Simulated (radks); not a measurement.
Values are calculated unless marked as measured or tabulated.
Task: Radial electron density D(r) = 4 pi r^2 rho(r) of an atom or ion with 24 electrons. Code: a radial shooting solver on a logarithmic mesh with Libxc functionals. Model: non-relativistic Kohn-Sham, LB94 model potential, spin-polarised, spherical densities, point nucleus.

r (bohr)  D(r) (e/bohr)  spin D(r)
0.002623         0.8017   0.000554
0.003005          1.032   0.000713
0.003415          1.307   0.000902
0.003913          1.673    0.00115
0.004483          2.134    0.00147
0.005095          2.674    0.00184
0.005837          3.382    0.00233
0.006688          4.254    0.00292
0.007601          5.251    0.00360
0.008708          6.522    0.00446
0.009897          7.940    0.00541
0.01134           9.700    0.00658
0.01299           11.73    0.00791
0.01476           13.87    0.00928
0.01692           16.36     0.0108
0.01938           19.01     0.0124
0.02203           21.56     0.0138
0.02524           24.17     0.0151
0.02868           26.38     0.0159
0.03286           28.28     0.0163
0.03765           29.53     0.0160
0.04279           29.96     0.0152
0.04902           29.57     0.0138
0.05572           28.49     0.0125
0.06383           26.82     0.0120
0.07313           25.03     0.0140
0.08312           23.72     0.0200
0.09523           23.21     0.0331
0.1091            23.94     0.0563
0.124             25.77     0.0904
0.1421            28.50      0.144
0.1615            31.08      0.215
0.185             32.84      0.321
0.2119            32.70      0.472
0.2409            30.45      0.671
0.276             26.11      0.967
0.3162            20.78       1.37
0.3593            16.15       1.85
0.4117            12.85       2.46
0.4679            11.76       3.06
0.5361            12.39       3.67
0.6142            13.81       4.13
0.698             14.75       4.35
0.7997            14.56       4.31
0.9089            13.12       4.02
1.041             10.65       3.53
1.193             7.876       2.96
1.356             5.519       2.44
1.553             3.594       1.95
1.78              2.302       1.54
2.023             1.541       1.22
2.318             1.038      0.932
2.634            0.7212      0.689
3.018            0.4719      0.465
3.457            0.2834      0.282
3.929            0.1563      0.156
4.502           0.07116     0.0711
5.158           0.02676     0.0268
5.862          0.008707    0.00871
6.716          0.002066    0.00207
7.633         0.0004107   0.000411

What is the nuclear charge?

Result: Z = 25. The innermost maximum, from 1s, lies near 1/Z = 0.04 bohr (found: 0.0431), and its height grows with Z. The density is that of the manganese ion Mn+ in [Ar] 3d5 4s1; the configuration itself is not fixed sharply by these data, and Z only to about a unit. D(r) has 3 maxima, at r = 0.0431, 0.197, 0.732 bohr, and minima at 0.0945, 0.472 bohr, inside which lie 2.13, 10.68 electrons.
